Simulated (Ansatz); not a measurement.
`[CH3][SnH]([CH3])[OH]` + `[AlH3]` → `[CH3][SnH]([CH3])[AlH2]` + H₂O  (formal exchange of groups at the Sn–O bond)

Calculated with Ansatz (gas phase, PBE0-D4/def2-TZVP geometries, no zero-point term in ΔE). CCSD(T)/CBS adds triple-zeta CCSD(T) − MP2 to the extrapolated MP2 energy (def2 sets, frozen cores). This one scheme is used for every species. DFT in def2-TZVPP. B3LYP here is the variant with VWN-RPA as its local correlation; programs differ in this. Elements past krypton have def2 core potentials. For Sn outer-core shells are correlated without core-valence functions, which leaves a few kJ/mol of doubt a bond. One conformer a species, not always the lowest.

```json
{"level": "PBE-D4", "ΔE (kJ/mol)": "-22.7", "difference from CCSD(T)/CBS": "-9.0"}
{"level": "PBE0-D4", "ΔE (kJ/mol)": "-24.8", "difference from CCSD(T)/CBS": "-11.1"}
{"level": "B3LYP-D4", "ΔE (kJ/mol)": "-10.0", "difference from CCSD(T)/CBS": "3.7"}
{"level": "ωB97X-V", "ΔE (kJ/mol)": "-5.0", "difference from CCSD(T)/CBS": "8.7"}
{"level": "ωB97M-V", "ΔE (kJ/mol)": "-8.1", "difference from CCSD(T)/CBS": "5.6"}
{"level": "B2PLYP", "ΔE (kJ/mol)": "-6.7", "difference from CCSD(T)/CBS": "7.0"}
{"level": "PBE", "ΔE (kJ/mol)": "-21.2", "difference from CCSD(T)/CBS": "-7.5"}
{"level": "PBE0", "ΔE (kJ/mol)": "-23.2", "difference from CCSD(T)/CBS": "-9.5"}
{"level": "MP2/def2-TZVPP", "ΔE (kJ/mol)": "-12.2", "difference from CCSD(T)/CBS": "1.5"}
{"level": "SCS-MP2/def2-TZVPP", "ΔE (kJ/mol)": "-5.4", "difference from CCSD(T)/CBS": "8.3"}
{"level": "CCSD/def2-TZVPP", "ΔE (kJ/mol)": "-12.6", "difference from CCSD(T)/CBS": "1.1"}
{"level": "CCSD(T)/def2-TZVPP", "ΔE (kJ/mol)": "-13.2", "difference from CCSD(T)/CBS": "0.5"}
{"level": "HF/def2-QZVPP", "ΔE (kJ/mol)": "3.7", "difference from CCSD(T)/CBS": "17.4"}
{"level": "MP2/def2-QZVPP", "ΔE (kJ/mol)": "-11.8", "difference from CCSD(T)/CBS": "1.9"}
{"level": "HF/CBS(def2)", "ΔE (kJ/mol)": "4.0", "difference from CCSD(T)/CBS": "17.7"}
{"level": "CCSD/CBS(def2)", "ΔE (kJ/mol)": "-13.2", "difference from CCSD(T)/CBS": "0.5"}
{"level": "CCSD(T)/CBS", "ΔE (kJ/mol)": "-13.7", "difference from CCSD(T)/CBS": "0"}
```

Largest T1 diagnostic among the species: 0.012.

In def2-TZVPP, CCSD(T) changes the Hartree–Fock value by −14.9 kJ/mol (the triples alone add −0.6 kJ/mol) and MP2 by −13.9 kJ/mol.
